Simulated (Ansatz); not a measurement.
```yaml
crystal:
  periodic: [false, false, false]
  atoms:
    - {symbol: C, position_ang: [-0.836085, 2.238372, -1.029711]}
    - {symbol: Sc, position_ang: [-0.143942, -0.258913, -0.119410]}
    - {symbol: C, position_ang: [1.779108, -0.480049, 1.828709]}
    - {symbol: N, position_ang: [-1.222141, -2.279979, -1.047328]}
    - {symbol: H, position_ang: [0.207761, 3.124693, -0.929695]}
    - {symbol: H, position_ang: [-1.865599, 2.773537, -0.292779]}
    - {symbol: H, position_ang: [-1.252348, 2.250085, -2.337220]}
    - {symbol: H, position_ang: [1.304068, -1.095664, 2.961219]}
    - {symbol: H, position_ang: [2.857094, -1.225142, 1.416815]}
    - {symbol: H, position_ang: [2.266503, 0.743059, 2.216131]}
    - {symbol: H, position_ang: [-2.108337, -2.310707, -1.951983]}
    - {symbol: H, position_ang: [-0.986070, -3.479292, -0.714762]}
basis:
  gaussian: {orbitals: STO-3G}
magnetization: {spin_polarized: true, initial_magnetization: 3}
hamiltonian: {xc: {name: LC-wPBE}}
output: {forces: true}
```

```sh
$ ansatz run in.yaml --threads 4 --pin off --events-out ev --progress --plain --max-ram 10444MiB
```

Output, abridged:

```
Error: a molecule whose nuclei and cores have a total charge of 48 cannot have a net charge of 0 together with 3 unpaired electrons
```

In this input the number of unpaired electrons doesn't fit the electron count. The input was rejected before any iteration.
